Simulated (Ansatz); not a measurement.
Two isomers of CH6BClGe: A = `B[CH](Cl)[GeH3]`, B = `B[CH2][GeH2][Cl]`.

Calculated with Ansatz (gas phase, PBE0-D4/def2-TZVP geometries, no zero-point term in ΔE). CBS: MP2 limit from def2 TZ/QZ plus the TZ coupled-cluster correction, frozen cores. DFT in def2-TZVPP. B3LYP here is the variant with VWN-RPA as its local correlation; programs differ in this. For Ge outer-core shells are correlated without core-valence functions, which leaves a few kJ/mol of doubt a bond. Scalar relativity is left out up to krypton. One conformer a species, not always the lowest.

(1) Which is lower in electronic energy at CCSD(T)/CBS, and by how much? (Best estimate.)

(2) Give E(B) − E(A) in kcal/mol with B2PLYP, HF/def2-TZVPP, ωB97M-V, B3LYP, CCSD(T)/def2-TZVPP, PBE-D4, r2SCAN-D4. (Estimate.)

Largest T1 diagnostic: 0.011.

Results:

(1) Computed: B, by 35.8 kcal/mol.

(2) Computed: B2PLYP -36.8, HF/def2-TZVPP -41.2, ωB97M-V -36.0, B3LYP -36.4, CCSD(T)/def2-TZVPP -36.2, PBE-D4 -33.7, r2SCAN-D4 -36.0. None reverses the order clearly.

The D4 term adds +0.7 kcal/mol with B3LYP and +0.3 kcal/mol with PBE0; it sums over pairs of atoms, weighted by their polarisabilities, and B3LYP, whose exchange is more repulsive, gets the larger term. In def2-TZVPP, CCSD(T) changes the Hartree–Fock value by +5.0 kcal/mol (the triples alone add +0.8 kcal/mol) and MP2 by +4.1 kcal/mol.
